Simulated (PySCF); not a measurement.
## Excitation energy of Pt by level of theory

Pt [Xe] 4f14 5d9 6s1 (3D) → Pt [Xe] 4f14 5d8 6s2 (3F), as a difference of total energies. Computed with PySCF 2.14 in x2c-TZVPPall, with the spin-free X2C one-electron Hamiltonian (Gaussian nucleus). Correlated levels: valence: [Xe] 4f14 frozen. The calculations carry no spin-orbit coupling.

| method | excitation energy (eV) | error (eV) |
| --- | --- | --- |
| UHF | 0.326 | -0.071 |
| MP2 (valence) | 0.623 | +0.226 |
| SCS-MP2 (valence) | 0.497 | +0.100 |
| CCSD (valence) | 0.434 | +0.037 |
| CCSD(T) (valence) | 0.445 | +0.048 |

Reference: 0.397 eV (measured; NIST levels, between the centres of gravity of the two terms).

Errors of the correlated levels include the incompleteness of this basis and the frozen core.
